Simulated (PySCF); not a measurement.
Isomers of C6H12N2Si, mass 140.077 u with the commonest isotopes. Computed with PBE0/pcSseg-1 in PySCF (dipole) on a GFN2-xTB geometry, gas phase. One conformer each, none proved a minimum here; rigid rotors.

Question: Order these by out-of-plane moment Σ m c² = (Ia + Ib − Ic)/2, smallest first.
A. `[CH3:1][N:2]([CH3:3])[Si@H:4]1[CH2:5][C@H:6]([C:7]#[N:8])[CH2:9]1` with C1–N2–Si4–C5 63°, N2–Si4–C5–C6 121°, Si4–C5–C6–C7 104°, C5–C6–C9–Si4 12°, N2–Si4–C9–C6 -121°
B. `[CH2:1]=[C:2]([CH3:3])[CH2:4][NH:5][CH2:6][SiH2:7][C:8]#[N:9]` with C1–C2–C4–N5 117°, C2–C4–N5–C6 -178°, C4–N5–C6–Si7 -176°, N5–C6–Si7–C8 179°
C. `[CH:1]#[C:2][Si@:3]1([NH:4][CH3:5])[CH2:6][CH2:7][CH2:8][NH:9]1` with C2–Si3–N4–C5 42°, C2–Si3–C6–C7 -130°, Si3–C6–C7–C8 34°, C6–C7–C8–N9 -45°, C7–C8–N9–Si3 35°
D. `[CH3:1][c:2]1[cH:3][n:4][n:5]([SiH:6]([CH3:7])[CH3:8])[cH:9]1` with N4–N5–Si6–C7 -61°
E. `[CH2:1]=[CH:2][C@H:3]1[CH2:4][N:5]([SiH3:6])[N:7]=[C:8]1[CH3:9]` with C1–C2–C3–C4 135°
F. `[CH3:1][c:2]1[cH:3][cH:4][n:5][n:6]1[SiH:7]([CH3:8])[CH3:9]` with N5–N6–Si7–C8 105°
G. `C[Si](C)(C)c1cn[nH]c1`

Answer: E (22.61 u·Å²), B (33.65 u·Å²), A (39.42 u·Å²), F (44.71 u·Å²), D (76.70 u·Å²), C (79.18 u·Å²), G (82.58 u·Å²).

Question: Order these by rotational constant A, smallest first.
A. `[CH3:1][c:2]1[cH:3][n:4][n:5]([SiH:6]([CH3:7])[CH3:8])[cH:9]1` with N4–N5–Si6–C7 -61°
B. `[CH3:1][N:2]([CH3:3])[Si@H:4]1[CH2:5][C@H:6]([C:7]#[N:8])[CH2:9]1` with C1–N2–Si4–C5 63°, N2–Si4–C5–C6 121°, Si4–C5–C6–C7 104°, C5–C6–C9–Si4 12°, N2–Si4–C9–C6 -121°
C. `[CH3:1][c:2]1[cH:3][cH:4][n:5][n:6]1[SiH:7]([CH3:8])[CH3:9]` with N5–N6–Si7–C8 105°
D. `C[Si](C)(C)c1cn[nH]c1`
E. `[CH2:1]=[CH:2][C@H:3]1[CH2:4][N:5]([SiH3:6])[N:7]=[C:8]1[CH3:9]` with C1–C2–C3–C4 135°
F. `[CH:1]#[C:2][Si@:3]1([NH:4][CH3:5])[CH2:6][CH2:7][CH2:8][NH:9]1` with C2–Si3–N4–C5 42°, C2–Si3–C6–C7 -130°, Si3–C6–C7–C8 34°, C6–C7–C8–N9 -45°, C7–C8–N9–Si3 35°
G. `[CH2:1]=[C:2]([CH3:3])[CH2:4][NH:5][CH2:6][SiH2:7][C:8]#[N:9]` with C1–C2–C4–N5 117°, C2–C4–N5–C6 -178°, C4–N5–C6–Si7 -176°, N5–C6–Si7–C8 179°

Answer: F (1929 MHz), C (2112 MHz), D (2331 MHz), E (2707 MHz), A (3144 MHz), B (3717 MHz), G (4620 MHz).

Question: Order these by dipole moment, smallest first.
A. `[CH3:1][c:2]1[cH:3][cH:4][n:5][n:6]1[SiH:7]([CH3:8])[CH3:9]` with N5–N6–Si7–C8 105°
B. `[CH3:1][c:2]1[cH:3][n:4][n:5]([SiH:6]([CH3:7])[CH3:8])[cH:9]1` with N4–N5–Si6–C7 -61°
C. `[CH:1]#[C:2][Si@:3]1([NH:4][CH3:5])[CH2:6][CH2:7][CH2:8][NH:9]1` with C2–Si3–N4–C5 42°, C2–Si3–C6–C7 -130°, Si3–C6–C7–C8 34°, C6–C7–C8–N9 -45°, C7–C8–N9–Si3 35°
D. `[CH2:1]=[C:2]([CH3:3])[CH2:4][NH:5][CH2:6][SiH2:7][C:8]#[N:9]` with C1–C2–C4–N5 117°, C2–C4–N5–C6 -178°, C4–N5–C6–Si7 -176°, N5–C6–Si7–C8 179°
E. `[CH3:1][N:2]([CH3:3])[Si@H:4]1[CH2:5][C@H:6]([C:7]#[N:8])[CH2:9]1` with C1–N2–Si4–C5 63°, N2–Si4–C5–C6 121°, Si4–C5–C6–C7 104°, C5–C6–C9–Si4 12°, N2–Si4–C9–C6 -121°
F. `[CH2:1]=[CH:2][C@H:3]1[CH2:4][N:5]([SiH3:6])[N:7]=[C:8]1[CH3:9]` with C1–C2–C3–C4 135°

Answer: C (0.91 D), B (1.52 D), F (1.87 D), A (2.13 D), D (3.82 D), E (5.32 D).

| SMILES | point group | Ia (u·Å²) | Ib (u·Å²) | Ic (u·Å²) | κ | μa (D) | μb (D) | μc (D) |
| --- | --- | --- | --- | --- | --- | --- | --- | --- |
| Cc1ccnn1[SiH](C)C | C1 | 239.24 | 447.79 | 597.61 | -0.55 | 0.56 | 2.05 | 0.17 |
| C=C[C@H]1CN([SiH3])N=C1C | C1 | 186.71 | 605.13 | 746.61 | -0.84 | 1.32 | 1.20 | 0.57 |
| C#C[Si@]1(NC)CCCN1 | C1 | 261.92 | 476.26 | 579.81 | -0.64 | 0.09 | 0.34 | 0.84 |
| CN(C)[Si@H]1C[C@H](C#N)C1 | Cs | 135.96 | 703.72 | 760.84 | -0.96 | 5.03 | 0.00 | 1.73 |
| C[Si](C)(C)c1cn[nH]c1 | Cs | 216.84 | 580.49 | 632.16 | -0.91 | 0.38 | 2.21 | 0.00 |
| Cc1cnn([SiH](C)C)c1 | near Cs | 160.74 | 674.92 | 682.25 | -0.99 | 0.33 | 0.18 | 1.47 |
| C=C(C)CNC[SiH2]C#N | C1 | 109.38 | 1173.42 | 1215.51 | -0.99 | 3.67 | 0.58 | 0.91 |
